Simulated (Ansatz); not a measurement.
## A basis-limit estimate, worked out

An elementary step of SiNH$_{4}$F$_{3}$, singlet (SiNH₂F₃ ([NH2][Si]([F])([F])[F]) + H₂ → SiHF₃ ([F][SiH]([F])[F]) + NH₃ (still joined by a long Si–N bond); bonds formed: Si1–H7, N2–H6; bonds broken: H6–H7; bonds weakened to dative contacts: Si1–N2). “Start” is the structure reached by relaxing down from the saddle towards the reactants; PBE0-D4/def2-TZVP structures. The saddle:

Si1  (-0.570, -0.370, -0.321)
N2  (0.798, 0.725, 0.217)
F3  (-0.131, -1.747, -0.978)
F4  (-0.939, 0.408, -1.680)
F5  (-1.953, -0.157, 0.428)
H6  (0.636, -0.202, 1.059)
H7  (-0.011, -1.065, 1.189)
H8  (1.626, 0.730, -0.370)
H9  (0.543, 1.678, 0.457)
(Å)

Computed with Ansatz 0.2.0 (basis: def2-TZVPP and def2-QZVPP); correlated methods freeze the cores.

Energies in eV:

| quantity | saddle | start |
| --- | --- | --- |
| Hartree–Fock, triple zeta (X = 3) | -17533.15752 | -17536.04584 |
| Hartree–Fock, quadruple zeta (X = 4) | -17533.89594 | -17536.80572 |
| MP2 correlation, X = 3 | -30.60819 | -29.99785 |
| MP2 correlation, X = 4 | -33.35436 | -32.72917 |
| CCSD(T) correlation, X = 3 | -31.96039 | -31.34994 |

Task: Work out the barrier at the basis limit: extrapolate Hartree–Fock as E(X) = E∞ + A exp(−7.88 √X) and the MP2 correlation as E(X) = E∞ + B X^−2.97 (the exponents that Neese and Valeev fitted for def2-TZVPP and QZVPP), then add CCSD(T) − MP2 in triple zeta.

Result: Each step is linear, so take the differences first (saddle − start): Hartree–Fock 2.88832 (X = 3) and 2.90978 (X = 4); MP2 correlation -0.61034 and -0.62519; CCSD(T) correlation -0.61045.
Two points give E∞ = E(4) + w [E(4) − E(3)], with w = 1/(exp(7.88 (2 − √3)) − 1) = 0.1377 for Hartree–Fock and w = 1/((4/3)^2.97 − 1) = 0.7407 for the correlation.
Hartree–Fock: 2.90978 + 0.1377 × 0.02146 = 2.9127 eV.
MP2 correlation: -0.62519 + 0.7407 × (-0.01485) = -0.6362 eV.
CCSD(T) − MP2: -0.61045 − (-0.61034) = -0.0001 eV.
Sum: 2.9127 + (-0.6362) + (-0.0001) = 2.2764 eV, or 52.49 kcal/mol. Plain CCSD(T) in triple zeta gives 2.2779 eV, so the larger basis shifts the result by -0.0015 eV.

No T1 diagnostic of these runs exceeds 0.012.

Labels in which every atom is bracketed show which atoms are joined, not bond orders.

For scale, one of the runs: CCSD(T)/def2-TZVPP, 222 basis functions, launched by `ansatz run in.yaml --threads 4 --pin off --events-out ev --progress --plain --max-ram 9574MiB`. Hardware: 4 CPU threads of an Intel Xeon Platinum 8259CL, shared host. Wall time 92 s; peak host memory 3.8 GiB.
